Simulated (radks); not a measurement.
Neutral nickel inside a hard spherical wall (all orbitals vanish at R), configuration held at [Ar] 3d8 4s2 and not refilled when levels cross. Calculated with a radial shooting solver on a logarithmic mesh with Libxc functionals: scalar-relativistic Kohn-Sham, PBEsol, spin-polarised, spherical densities, finite nucleus; open shells are filled with parallel spins first; Fermi nuclear charge, rms radius 3.7757 fm. Eigenvalues in eV for spin up, with the zero of energy where the potential of the charges vanishes at infinity; a dash marks a level that is unbound or too diffuse for the functional's potential to be trusted. A positive occupied level is held by the wall or, in an anion where self-interaction has pushed it up, behind a barrier. The pressure on the wall is -dE/dV.

R (bohr)  E (hartree)  kinetic (hartree)    e(3s)    e(3p)   e(3d)   e(4s)  e(4p, empty)  e(5s, empty)  pressure (GPa)
free      -1519.26612           1540.188  -111.78  -72.235  -9.790  -5.829        -1.241             -               0
20        -1519.26612           1540.188  -111.78  -72.235  -9.790  -5.829        -1.241             -        < 0.0001
12        -1519.26611           1540.188  -111.77  -72.233  -9.788  -5.828        -1.217         0.779        0.000276
4         -1518.98977           1541.390  -107.07  -67.561  -5.293  -0.114         7.710        37.289            54.3
3         -1518.09829           1544.515  -99.525  -60.150   2.006  12.586        23.878        88.545             477
2.5       -1516.57225           1549.537  -90.897  -51.690  10.842  31.046        45.659        150.33            1810
2         -1512.10559           1563.851  -73.531  -34.279  30.144  77.808        97.284        282.79            9020
1.5       -1495.27258           1614.395  -29.432   11.907  81.916  221.90        244.96        624.11           68000
